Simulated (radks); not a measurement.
The numbers below are computed, except where a source is named.
Problem. The mean radii <r> (bohr) of the occupied orbitals of an atom or ion are listed with their occupations. Code: a radial shooting solver on a logarithmic mesh with Libxc functionals. Model: Dirac Kohn-Sham, BLYP, spin-unpolarised, spherical densities, point nucleus.

orbital  occ.      <r>
1s1/2       2  0.05030
2s1/2       2   0.2260
2p1/2       2   0.1959
2p3/2       4   0.1993
3s1/2       2   0.6809
3p1/2       2   0.7059
3p3/2       4   0.7168
3d3/2       4   0.9075
3d5/2       6   0.9163
4s1/2       2    2.654

Name the element and its charge. Open shells, if any, fill j = l - 1/2 first.

Solution. Z = 30, zinc, charge 0: Zn in [Ar] 3d10 4s2. The 1s radius gives Z: for a bare nucleus <r> = (2 gamma + 1)/(2Z) with gamma = sqrt(1 - (Z/c)^2), 0.04919 bohr for Z = 30, and screening makes it slightly larger (0.05030 here). The occupations add up to 30, and the charge is Z minus that.
